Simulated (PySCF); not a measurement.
Harmonic spectrum computed at PBE0 in the def2-TZVP basis family (core potentials from Rb on, PySCF, no spin–orbit coupling):

| ω (cm⁻¹) | IR (km/mol, summed over degenerate members) | degeneracy |
| --- | --- | --- |
| 386 | 51.4 | 2 |
| 554 | 5.1 | 1 |
| 2007 | 310 | 1 |

Which molecule gave it? In each, all ligands are bound to the one heavy central atom.
A. AlOBr (singlet)
B. YOBr (singlet)
C. BOBr (singlet)
D. SiOBr (doublet)

C. It has C∞v symmetry with B–Br 1.835 Å, B–O 1.203 Å.
